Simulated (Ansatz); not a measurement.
Job for Ansatz (a program for electronic structure): U-wB97X-V/def2-TZVPP on SrP, 2S+1 = 2, a spin state set in the input, which need not be the lowest, a point of a bond scan (R = 2.913 Å). Elements past Kr take the def2 small-core potentials; no spin–orbit coupling.

Ansatz 0.2 input:
```yaml
crystal:
  periodic: [false, false, false]
  atoms:
    - {symbol: P, position_ang: [0.00000000, 0.00000000, 0.00000000]}
    - {symbol: Sr, position_ang: [0.00000000, 0.00000000, 2.91256900]}
basis:
  gaussian:
    orbitals: def2-TZVPP
    pivot_positions_ang: [[0.00000000, 0.00000000, 0.00000000], [0.00000000, 0.00000000, 2.91256900]]
hamiltonian:
  xc: {name: wB97X-V}
magnetization: {spin_polarized: true, initial_magnetization: 1}
output: {forces: true, orbitals: {seedname: ./end}}
```

The head of its log:

```
WARN ansatz: RAYON_NUM_THREADS=1 ignored (pool sized by the plan → 1); use --threads N
Functional definition: wB97X-V
integrals: 0.04 GiB planned
536 factors; their error is unknown
integrals: 0.07 GiB planned
140 factors; integrals over basis functions are off by at most 2.9e-5 eV
mean field: 0.43 GiB planned
mean field evaluation 1: about -10117.0762 eV, gradient 1.7e1 eV
mean field evaluation 2: about -10114.7951 eV, gradient 2.5e1 eV
```

Q: Give the final energy of this run.

A: -371.9145 hartree. Its determinant has ⟨S²⟩ = 1.76, a mixture of spin states.
